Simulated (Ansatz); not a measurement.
Cost and result up the ladder for CrMe2 (C₂H₆Cr) (9 atoms). Total charge 0; quintet. Geometry: PBE-D4/def2-TZVP.

```xyz
9

Cr   -0.847   -0.506   -0.440
C     1.045   -1.163   -0.670
H     1.668   -0.419   -1.190
H     0.988   -2.080   -1.289
H     1.503   -1.414    0.299
C    -1.043    1.165    0.670
H    -0.665    1.013    1.693
H    -2.127    1.388    0.718
H    -0.523    2.018    0.208
```

Ansatz on 2 threads of Intel Xeon 6975P-C on a shared host. Times are rough, and most runs start from the orbitals of an earlier one. ωB97X-V/def2-TZVP serves as the yardstick here, not as an exact answer. Differences are given only for rows in sets of like size (and for xTB, whose basis is part of the method), since another set adds its own error. Binding counts from free atoms at the same level (Cr septet, C triplet, H doublet; other spins of the atoms weren't run), without zero-point energy or a counterpoise term.

LC-ωPBE has ω = 0.4 bohr⁻¹. B3LYP takes the VWN-RPA correlation. HSE06 is defined as in plane-wave codes, on full-range PBE exchange.

```
                            level  functions  binding energy per atom (eV)  difference from ωB97X-V/def2-TZVP (eV)                        remarks
                ωB97X-V/def2-TZVP        143                          3.42                                    0.00                              –
                  PBE-D4/def2-SVP         89                          3.51                                       –                              –
                LC-ωPBE/def2-TZVP        143                          3.38                                   -0.04                              –
             r2SCAN-D4/def2-TZVPD        176                          3.42                                    0.01                              –
                BLYP-D4/def2-TZVP        143                          3.46                                    0.04                              –
             r2SCANh-D4/def2-TZVP        143                          3.39                                   -0.02  spin-contaminated (⟨S²⟩ 6.13)
               HSE06-D4/def2-TZVP        143                          3.40                                   -0.02                              –
            LDA (SPW92)/def2-TZVP        143                          3.87                                    0.46                              –
             r2SCAN0-D4/def2-TZVP        143                          3.36                                   -0.06  spin-contaminated (⟨S²⟩ 6.14)
r2SCAN-D4/def2-TZVP (with forces)        143                          3.42                                    0.00                              –
               PBE0-D4/def2-QZVPP        387                          3.41                                       –                              –
  PBE0-D4/def2-TZVP (with forces)        143                          3.40                                   -0.02                              –
                 PBE0-D4/def2-SVP         89                          3.42                                       –                              –
               B3LYP-D4/def2-TZVP        143                          3.43                                    0.02                              –
```

Q: Estimate how long each takes.

A: LDA (SPW92)/def2-TZVP 1.6 s; PBE0-D4/def2-SVP 2.2 s; PBE-D4/def2-SVP 2.7 s; BLYP-D4/def2-TZVP 2.7 s; HSE06-D4/def2-TZVP 3.8 s; B3LYP-D4/def2-TZVP 3.9 s; r2SCAN0-D4/def2-TZVP 4.6 s; PBE0-D4/def2-TZVP (with forces) 4.9 s; LC-ωPBE/def2-TZVP 5.5 s; r2SCAN-D4/def2-TZVP (with forces) 6 s; r2SCAN-D4/def2-TZVPD 6 s; r2SCANh-D4/def2-TZVP 6 s; ωB97X-V/def2-TZVP 9 s; PBE0-D4/def2-QZVPP 19 s. On shared hardware such times vary by a factor of up to 3.
